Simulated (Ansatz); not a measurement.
H4O3Sn (SMILES [OH][SnH]([OH])[OH]), singlet, geometry from GFN2-xTB (such geometries of metal compounds can be far from the true shape) (all electrons, no relativity); SC-NEVPT2/STO-3G, CASSCF(2,3) (Ansatz, an electronic-structure program).

Input for Ansatz:
Ansatz 0.2 input:
```yaml
crystal:
  periodic: [false, false, false]
  atoms:
    - {symbol: Sn, position_ang: [-0.07111819, 0.22212943, 0.09161469]}
    - {symbol: O, position_ang: [-1.36650349, -0.54980796, -1.09146458]}
    - {symbol: O, position_ang: [0.23169070, -1.08899116, 1.45647972]}
    - {symbol: O, position_ang: [1.55932832, 0.31287394, -0.91187751]}
    - {symbol: H, position_ang: [-0.53929384, 1.68442192, 0.69472017]}
    - {symbol: H, position_ang: [-1.15082220, -0.46163627, -2.01984818]}
    - {symbol: H, position_ang: [-0.47949108, -1.72175456, 1.55657830]}
    - {symbol: H, position_ang: [2.32939209, -0.00010099, -0.43728584]}
basis:
  gaussian:
    orbitals: STO-3G
magnetization: {spin_polarized: false}
correlation: {method: sc_nevpt2, electrons: all, active_space: {window: {electrons: 2, orbitals: 3}}}
```

Output, abridged:

```
Functional definition: HF
642 factors; integrals over basis functions are off by at most 3.1e-5 eV
mean field evaluation 1: about -168357.2597 eV, gradient 3.2e1 eV
mean field evaluation 2: about -168357.3543 eV, gradient 3.2e1 eV
mean field evaluation 4: about -168361.1615 eV, gradient 1.3e0 eV
mean field evaluation 8: about -168361.1672 eV, gradient 6.8e-4 eV
mean field -168361.16716089 eV, -6187.1587738647 hartree, gradient 8.3e-6 eV, S^2 0.000000; 0 other end points of the search recorded, 0 dependent functions left out
reference -168361.16716089 eV, -6187.1587738647 hartree; 39, 39 occupied and 7, 7 virtual orbitals, 642 factors
state -168361.71119037 eV, -6187.1787665794 hartree
state -168361.71119037 eV, -6187.1787665794 hartree; corrected -168364.90998408 eV, -6187.2963200801 hartree
state -168361.56090266 eV, -6187.1732436079 hartree
state -168361.56090266 eV, -6187.1732436079 hartree; corrected -168364.88803893 eV, -6187.2955136107 hartree
state -168361.71119037 eV, -6187.1787665794 hartree; corrected -168364.90998408 eV, -6187.2963200801 hartree
state -168361.55711415 eV, -6187.1731043828 hartree
state -168361.55711415 eV, -6187.1731043828 hartree; corrected -168364.83198895 eV, -6187.2934538121 hartree
state -168361.71119037 eV, -6187.1787665794 hartree; corrected -168364.90998408 eV, -6187.2963200801 hartree
2 active orbitals were swapped for others, from the solution at -168361.56089002 eV, -6187.1732431436 hartree to that at -168361.71117584 eV, -6187.1787660457 hartree; typed "places" are swapped only where nearly empty or full, and so, without "given_window_search", are "orbital_numbers", "shells" and a window whose orbitals a file names under [Active]
the orbitals are reached from a further start. From the first start the search ends at -168361.55710204 eV, -6187.1731039379 hartree
Total energy: -168364.90998408 eV, -6187.2963200801 hartree
```
